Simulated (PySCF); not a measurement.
C2H8F2Si2, SMILES F[SiH2]C([SiH2]F)C. Geometry: B3LYP-D3(BJ)/def2-SVP. The structure was generated by enumeration, and PubChem lists no compound with its InChIKey, so it may never have been made. One conformer was computed; it need not be the lowest.

Computed equilibrium geometry at B3LYP-D3(BJ)/def2-SVP (PySCF confirms it by a frequency run) as bond lengths and angles (one conformer of several):
Atoms: C1 C2 Si3 F4 Si5 F6 H7 H8 H9 H10 H11 H12 H13 H14. Bonds (Å): C1–C2 1.546, C1–H7 1.102, C1–H8 1.103, C1–H9 1.102, C2–Si3 1.878, C2–Si5 1.881, C2–H10 1.107, Si3–F4 1.636, Si3–H11 1.489, Si3–H12 1.484, Si5–F6 1.635, Si5–H13 1.485, Si5–H14 1.489. Angles (°): C2–C1–H7 111.2, C2–C1–H8 112.1, C2–C1–H9 111.6, H7–C1–H8 107.3, H7–C1–H9 107.3, H8–C1–H9 107.1, C1–C2–Si3 112.7, C1–C2–Si5 110.7, C1–C2–H10 109.9, Si3–C2–Si5 111.4, Si3–C2–H10 105.6, Si5–C2–H10 106.2, C2–Si3–F4 107.7, C2–Si3–H11 110.4, C2–Si3–H12 112.1, F4–Si3–H11 107.2, F4–Si3–H12 108.4, H11–Si3–H12 110.8, C2–Si5–F6 108.3, C2–Si5–H13 111.0, C2–Si5–H14 111.0, F6–Si5–H13 108.6, F6–Si5–H14 107.6, H13–Si5–H14 110.3.
Charge 0, spin multiplicity 1.
